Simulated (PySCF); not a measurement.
Delta-SCF ions had no search for a lower state. 

Cartesian coordinates (Å):
```xyz
19

C     -0.7057     2.5073    -0.3979
O     -1.2427     1.2183    -0.5438
C     -0.4926     0.1582    -0.1970
C     -1.0309    -1.1124    -0.2785
Si    -2.7620    -1.5097    -0.8339
S      0.1128    -2.3295     0.2076
C      1.3225    -1.1472     0.5278
C      2.6675    -1.1952     0.9903
C      3.2032     0.0594     1.0724
S      2.1053     1.3098     0.5970
C      0.8602     0.1446     0.2667
H     -0.4419     2.7216     0.6517
H     -1.4847     3.2111    -0.7168
H      0.1833     2.6521    -1.0354
H     -3.7779    -0.8601     0.0480
H     -2.9325    -2.9927    -0.7611
H     -3.0013    -1.0616    -2.2389
H      3.2090    -2.1052     1.2482
H      4.2084     0.3311     1.3937
```
Charge 0, multiplicity 1.

Problem. Predict the vertical ionisation energy (Delta-SCF), HOMO and LUMO from PySCF with M06-2X/def2-TZVP // PBE0-D3(BJ)/def2-SVP.

Solution. 
The vertical ionisation energy (Delta-SCF) comes out as 7.72 eV and the HOMO comes out as -6.94 eV. The LUMO is -0.33 eV.
